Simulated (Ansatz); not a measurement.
Molecule: SiPH$_{5}$, net charge 1, doublet state. SMILES of the parent species: P[SiH3]

Atoms: Si1, P2, H3, H4, H5, H6, H7. Bonds: Si1-P2, Si1-H3, Si1-H4, Si1-H5, P2-H6, P2-H7.

Bond lengths (Å) and angles (degrees) optimised at HF/3-21G with Ansatz (a quantum-chemistry and plane-wave program); HF/6-31G* with Ansatz; B3LYP/LANL2DZ with Ansatz, each started from the B3LYP-D3(BJ)/def2-TZVP structure (Ansatz) of the last column. A row stands for all coordinates that are equal there; 9 of 11 kinds are shown. 6-31G* holds six Cartesian d functions. No wavenumbers were computed at B3LYP/LANL2DZ, so these may be saddle points.

```tsv
coordinate	HF/3-21G	HF/6-31G*	B3LYP/LANL2DZ	B3LYP-D3(BJ)/def2-TZVP
Si1-P2	2.478	2.342	2.391	2.325
Si1-H3	1.466	1.459	1.470	1.469
Si1-H5	1.467	1.460	1.474	1.475
P2-H6	1.400	1.386	1.423	1.405
P2-Si1-H3	99.6	101.4	101.0	101.8
P2-Si1-H4	99.5	101.4	101.0	101.7
P2-Si1-H5	101.2	102.8	101.8	101.0
Si1-P2-H6	125.5	120.0	122.7	119.4
H3-Si1-H4	117.2	116.2	116.8	116.8
```

Mean signed difference of all 6 bond lengths from B3LYP-D3(BJ)/def2-TZVP: HF/3-21G 0.022 Å, HF/6-31G* -0.009 Å, B3LYP/LANL2DZ 0.018 Å.
